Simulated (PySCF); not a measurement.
A PySCF script (with the pyscf-properties extension) for the NMR shieldings of SMILES CN(B)C=C, C$_{3}$H$_{8}$BN, on a GFN2-xTB geometry:

```python
import basis_set_exchange as bse
import numpy as np
from pyscf import gto, dft
from pyscf.prop import nmr

atoms = """
B    -1.134648    1.522078   -0.038043
N    -0.371467    0.358484   -0.017031
C    -0.959605   -0.964335   -0.087130
C     1.014950    0.393604    0.073805
C     1.844983   -0.642064    0.103065
H    -0.599519    2.561542    0.021710
H    -2.299976    1.440353   -0.114868
H    -0.592493   -1.502005   -0.965237
H    -2.040156   -0.876184   -0.156262
H    -0.708453   -1.543655    0.805179
H     1.408895    1.398629    0.122568
H     1.528351   -1.668260    0.059178
H     2.904750   -0.477700    0.175340
"""
names = dict.fromkeys(["B", "N", "C", "H"], "pcSseg-1")
basis = {el: gto.basis.parse(bse.get_basis(n, elements=[el], fmt="nwchem")) for el, n in names.items()}
mol = gto.M(atom=atoms, basis=basis, charge=0, verbose=0)
mf = dft.RKS(mol, xc="PBE0")
mf.grids.level = 2
mf.grids.alignment = dft.numint.BLKSIZE   # the property module wants whole blocks of grid points
mf.conv_tol = 1e-9
mf.kernel()

calc = nmr.RKS(mf)   # GIAO
C = mf.mo_coeff
Co = C[:, mf.mo_occ > 0]
resp = mf.gen_response(singlet=True, hermi=2)
def vind(x):   # induced exchange potential for any number of trial vectors
    d = np.einsum("pi,xij,qj->xpq", C, 2 * x.reshape(-1, C.shape[1], Co.shape[1]), Co, optimize=True)
    return np.einsum("xpq,pi,qj->xij", resp(d - d.transpose(0, 2, 1)), C, Co, optimize=True).ravel()
mo1, _ = nmr.rhf.solve_mo1(calc, with_cphf=vind)
sigma = calc.kernel(mo1)
for i, s in enumerate(sigma):   # ppm
    print("%2d %-2s %9.2f" % (i, mol.atom_pure_symbol(i), np.trace(s) / 3))
```

Question: What does it print?

Answer: 
```
 0 B      58.85
 1 N      89.19
 2 C     145.99
 3 C      34.15
 4 C      90.18
 5 H      26.82
 6 H      26.81
 7 H      28.61
 8 H      28.14
 9 H      28.61
10 H      24.60
11 H      27.30
12 H      27.19
```

These numbers come from an equivalent density-fitted implementation of the same equations, which agrees with the script to about 0.01 ppm for H and up to a few tenths of a ppm for heavy atoms, so last digits may differ.

Size and cost of the density-fitted run: 125 basis functions, 9.2 s wall time on 1 thread of an Intel Xeon Platinum 8488C, shared host; peak memory 0.56 GiB.
